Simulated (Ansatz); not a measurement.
S (SMILES [S]), triplet; B3LYP/def2-TZVP (Ansatz, a quantum-chemistry and plane-wave program).

Input for Ansatz:
Ansatz 0.2 input:
```yaml
crystal:
  periodic: [false, false, false]
  atoms:
    - {symbol: S, position_ang: [0.00000000, 0.00000000, 0.00000000]}
basis:
  gaussian:
    orbitals: def2-TZVP
    point_charges:
      - {charge: 0.5, position_ang: [1.1220, 2.4190, -1.3746]}
hamiltonian:
  xc: b3lyp
magnetization: {spin_polarized: true, initial_magnetization: 2}
```

### Question
Write the output that Ansatz gives for this input, abridged.

### Answer

```
Functional definition: B3LYP
271 factors; their error is unknown
mean field evaluation 1: about -10833.7844 eV, gradient 4.7e0 eV
mean field evaluation 2: about -10833.8915 eV, gradient 2.3e0 eV
mean field evaluation 4: about -10833.9126 eV, gradient 7.4e-2 eV
mean field evaluation 8: about -10833.9341 eV, gradient 1.3e-3 eV
mean field evaluation 16: about -10833.9341 eV, gradient 6.9e-5 eV
mean field -10833.93409987 eV, -398.1397346659 hartree, gradient 5.7e-6 eV, S^2 2.003820; 1 other end points of the search recorded, 0 dependent functions left out
reference -10833.93424021 eV, -398.1397398232 hartree; 9, 7 occupied and 28, 30 virtual orbitals, 271 factors
Total energy: -10833.93424021 eV, -398.1397398232 hartree
```
